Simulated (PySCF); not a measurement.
**Nuclear quadrupole coupling in calcium monoxide**

Calcium monoxide, CaO.
Geometry (PBE0-D3(BJ)/def2-TZVP, Å), atoms numbered from 1 in this order:
```
atom  x, y, z in Å
O1     0.9109   -0.0286    0.0014
Ca2   -0.8934   -0.0002   -0.0135
```

Field gradients from the PBE0/pcSseg-2 density (PySCF, non-relativistic), principal values in atomic units, ordered |Vxx| ≤ |Vyy| ≤ |Vzz|:

```tsv
atom	Vxx	Vyy	Vzz
O1	0.1202	0.1202	-0.2403
```

Task: Find the asymmetry η = (Vxx − Vyy)/Vzz and the couplings χ = eQV/h (234.96 MHz × Q in barn × V in au), with Q(17O) = −0.0256 b.

Result: 
```csv
atom,environment,nucleus,η,χzz (MHz),χxx (MHz),χyy (MHz)
O1,oxygen bonded to Ca,17O,0.00,1.446,-0.723,-0.723
```

The gradient is axial or nearly so (η below 0.05) at O1. 

Task: What is Vzz at O1 in SI units (1 au = 9.71736 × 10²¹ V/m²)?

Result: -0.2403 au = -2.335 × 10²¹ V/m².

Isolated species at its PBE0-D3(BJ)/def2-TZVP geometry, gas phase.

The run behind these numbers computed NMR shieldings as well. The run took 4.6 s on an Arm Neoverse N1 with one thread, shared host with 64 logical CPUs at a one-minute load of 56, and the process peaked at 0.33 GiB of memory.
